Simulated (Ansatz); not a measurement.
Mulliken charges of SeSi, SMILES `[Si][Se]` from r2SCAN/def2-TZVPP in Ansatz (PBE0-D4/def2-TZVP geometry).

| atom | x (Å) | y (Å) | z (Å) | charge (e) |
| --- | --- | --- | --- | --- |
| Si1 | 0.000 | 0.000 | 0.031 | 0.217 |
| Se2 | 0.000 | 0.000 | 2.093 | -0.217 |

By hand: the dipole of these point charges (1 e Å = 4.8032 D).

Σ q r = (0.000, 0.000, -0.447) e Å, of length 0.447 e Å = 2.15 D.

How does the dipole of the full density compare? (Best estimate.)

The calculation gave: (0.000, 0.000, -0.267) e Å, 1.28 D; the point charges give 1.68 times that, at 0° from its direction.

Point charges leave out the atoms' own dipoles, such as those of lone pairs, and Mulliken's split depends on the basis, so the two needn't agree.
